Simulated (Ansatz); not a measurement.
Program: Ansatz. Geometries: PBE0-D4/def2-TZVP. ΔE: electronic, gas phase. CCSD(T)/CBS is the MP2 limit (def2-TZVPP, def2-QZVPP) plus CCSD(T) − MP2 in def2-TZVPP, frozen cores. DFT in def2-TZVPP. B3LYP here is the variant with VWN-RPA as its local correlation; programs differ in this. One conformer a species, not always the lowest.

`CBC[SiH2]O` → `BO[SiH](C)C`  (isomerisation)

| level | ΔE (kJ/mol) | difference from CCSD(T)/CBS |
| --- | --- | --- |
| PBE-D4 | -112.4 | 7.7 |
| B3LYP-D4 | -124.3 | -4.2 |
| ωB97X-V | -120.1 | 0.0 |
| ωB97M-V | -120.6 | -0.5 |
| PBE | -111.4 | 8.7 |
| r2SCAN | -117.5 | 2.6 |
| PBE0 | -112.9 | 7.2 |
| B3LYP | -122.7 | -2.6 |
| HF/def2-TZVPP | -130.3 | -10.2 |
| SCS-MP2/def2-TZVPP | -123.5 | -3.4 |
| CCSD/def2-TZVPP | -121.5 | -1.4 |
| CCSD(T)/def2-TZVPP | -121.1 | -1.0 |
| MP2/def2-QZVPP | -120.4 | -0.3 |
| HF/CBS(def2) | -131.2 | -11.1 |
| MP2/CBS(def2) | -119.7 | 0.4 |
| CCSD/CBS(def2) | -120.4 | -0.3 |
| CCSD(T)/CBS | -120.1 | 0 |

Largest T1 diagnostic among the species: 0.012.

In def2-TZVPP, CCSD(T) changes the Hartree–Fock value by +9.2 kJ/mol (the triples alone add +0.4 kJ/mol) and MP2 by +9.5 kJ/mol.
